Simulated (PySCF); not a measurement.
Te(F)(SiH3) (FH3SiTe), SMILES [SiH3][Te]F. Coordinates come from a B3LYP-D3(BJ)/def2-SVP optimisation. The def2 effective core potentials stand for the cores of Te; spin–orbit coupling is left out.

The numbers are results of B3LYP-D3(BJ)/def2-SVP run with PySCF, not measurements.

Harmonic wavenumbers (cm⁻¹): 106, 116, 322, 534, 545, 594, 880, 921, 953, 2216, 2241, 2246. Rotational constants (GHz): 7.375, 2.847, 2.105; symmetry number 1.

### Question
Work out the zero-point energy and the ideal-gas rigid-rotor harmonic-oscillator thermochemistry at 298.15 K and 1 atm.

### Answer
ZPE = ½ Σ hcν = ½ × 11674 cm⁻¹ = 16.69 kcal/mol. H − E(el) = 20.65 kcal/mol. Entropy in cal/(mol K): translation 41.43, rotation 26.39, vibration 9.81, total 77.63. G − E(el) = -2.50 kcal/mol. Cp = 18.28 cal/(mol K). Modes under 150 cm⁻¹ make the vibrational entropy uncertain.
